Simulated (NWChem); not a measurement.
## Relativistic effects in Te

SMILES: [Te]
```xyz
1

Te     0.0000     0.0000     0.0000
```
Charge 0, spin multiplicity 3.

Program: NWChem.

Functional B3LYP, all-electron basis x2c-SVPall-2c, contracted for the X2C Hamiltonian and used here with ZORA. The ion keeps the geometry and has multiplicity 4 in the scalar run; the spin-orbit run starts from the same electron counts.

Relative cost: rough, from shared machines, SCF included, scalar ZORA = 1.

B3LYP has NWChem's definition, with VWN1-RPA local correlation. No SCF solution was tested for a lower state.

```json
[
 {"Hamiltonian": "scalar ZORA", "ΔSCF ionisation energy (eV)": "8.85", "relative cost": "1"},
 {"Hamiltonian": "spin-orbit ZORA", "ΔSCF ionisation energy (eV)": "…", "relative cost": "under 3"}
]
```

Task: Some entries are withheld; supply them.

Result: 
- spin-orbit ZORA, ΔSCF ionisation energy (eV): 9.02
